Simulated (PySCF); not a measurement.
Pb(H)(SH) (H₂PbS), SMILES [SH][PbH] (connectivity only; charge and spin as stated), neutral, multiplicity 1.

The structure is a stationary point at PBE0-D3(BJ)/def2-TZVP. The def2 effective core potentials stand for the cores of Pb; spin–orbit coupling is left out.

Calculation: PBE0/def2-TZVPD run with PySCF.

Isolated molecule, no solvent.

```
Property                                                                                                       Result
---------------------------------------------------------------------------------------------  ----------------------
total energy                                                                                       -592.15700 hartree
point group                                                                                                        Cs
highest occupied level                                                                                       -6.98 eV
lowest empty level                                                                                           -2.64 eV
orbital gap                                                                                                   4.33 eV
dipole moment                                                                                                  2.79 D
quadrupole, principal values (traceless, Buckingham form, about the centre of nuclear charge)   -5.45, 1.10, 4.35 D·Å
mean static polarisability                                                                      73.0 bohr³ (10.82 Å³)
polarisability, principal values                                                               52.5, 70.2, 96.3 bohr³
```
